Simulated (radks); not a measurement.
Problem. These are the eigenvalues of the occupied orbitals of an atom or ion with whole-number occupations (Ry). Calculated with a radial shooting solver on a logarithmic mesh with Libxc functionals: non-relativistic Kohn-Sham, TPSS, spin-unpolarised, spherical densities, point nucleus; meta-GGA in the generalised Kohn-Sham scheme.

| orbital | eigenvalue |
|---|---|
| 1s | -1149.060 |
| 2s | -153.4809 |
| 2p | -139.6952 |
| 3s | -23.78399 |
| 3p | -18.72613 |
| 3d | -9.62553 |
| 4s | -2.95468 |
| 4p | -1.71149 |
| 5s | -0.25602 |

Which element is it, and in what charge state? The configuration may be excited.

Solution. Z = 38, strontium, charge 0: Sr in [Kr] 5s2. The list shows which subshells hold electrons but not how many an open one holds; the 1s level, -574.53 hartree, gives Z - s = 33.9 by -(Z - s)^2/2, which with screening narrows Z to a few neighbours, and the depths of the outer levels then fix element, charge and occupations together.
